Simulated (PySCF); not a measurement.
H₇FSi₃ (SMILES F[SiH2][SiH2][SiH3]), singlet, at a GFN2-xTB geometry. Base run: PBE0/6-31G, polarisability run with PySCF.

PySCF was given this input:
```python
from pyscf import gto, scf, dft
from pyscf.prop import polarizability

mol = gto.Mole()
mol.atom = '''
    Si   -2.18014031   -0.02756269    0.34260356
    Si   -0.16987828    1.08901192    0.03795850
    Si    1.73214027   -0.21776243   -0.02152821
    F     1.29990937   -1.60574700   -0.73555363
    H    -2.14989793   -0.85888919    1.55033688
    H    -3.32468877    0.87714902    0.49016132
    H    -2.48963554   -0.91500647   -0.78050937
    H    -0.22473523    1.90691453   -1.18847336
    H     0.02891694    2.09561233    1.09752774
    H     2.24907462   -0.67778722    1.26518893
    H     2.86207783    0.21211474   -0.84072334
'''
mol.basis = '6-31g'
mol.verbose = 3
mol.build()

mf = dft.RKS(mol)
mf.xc = 'pbe0'
mf.kernel()
alpha = mf.Polarizability().polarizability()[2, 2]
print('alpha_zz =', alpha)
```

### Question
The base was run again with changes. Order these runs by alpha_zz (bohr³), lowest first: basis = 6-31G* | basis = cc-pVDZ | functional = pbe | basis = def2-SVP | basis = STO-3G | basis = 6-31+G*.

### Answer
basis = STO-3G (alpha_zz (bohr³) 29.93), basis = 6-31G* (alpha_zz (bohr³) 59.12), functional = pbe (alpha_zz (bohr³) 59.71), basis = def2-SVP (alpha_zz (bohr³) 66.72), basis = cc-pVDZ (alpha_zz (bohr³) 67.41), basis = 6-31+G* (alpha_zz (bohr³) 67.61)

Finite-field rows take the second difference of the energy in a field along z; a small field with loose convergence shows SCF noise divided by the square of the field, and a large one adds hyperpolarisability.
